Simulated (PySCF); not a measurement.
r2SCAN0 on H (hydrogen, neutral), 2p1, 2P determinant (an excited configuration). Calculation: PySCF 2.14, in aug-cc-pVDZ; no relativity, point nucleus.

```
cycle= 1 E= -0.0614654364766427  delta_E= -2.71e-05  |g|= 0.000807  |ddm|= 0.0078
cycle= 2 E= -0.0614659596450575  delta_E= -5.23e-07  |g|= 0.000113  |ddm|= 0.00108
cycle= 3 E= -0.0614659700415926  delta_E= -1.04e-08  |g|= 1.51e-08  |ddm|= 0.000176
cycle= 4 E= -0.0614659700415928  delta_E= -2.22e-16  |g|= 6.35e-09  |ddm|= 1.36e-08
converged SCF energy = -0.0614659700415928  <S^2> = 0.75  2S+1 = 2
```

Highest occupied orbital energy: 0.552 eV; ⟨L²⟩ = 2.00; populations by l: s 0.00, p 1.00.

Question: Can this result be used?

Answer: Not for this state. The run converged. For one electron the Hartree and exchange-correlation energies should cancel; what remains is the self-interaction error. The outer electron is Rydberg-like, and this basis confines it to a smaller radius and binds it less than a complete one would. At r2SCAN0 the highest occupied level has a positive energy, so only the finite basis holds that electron; for this excited configuration the basis is too tight for the outer shell.
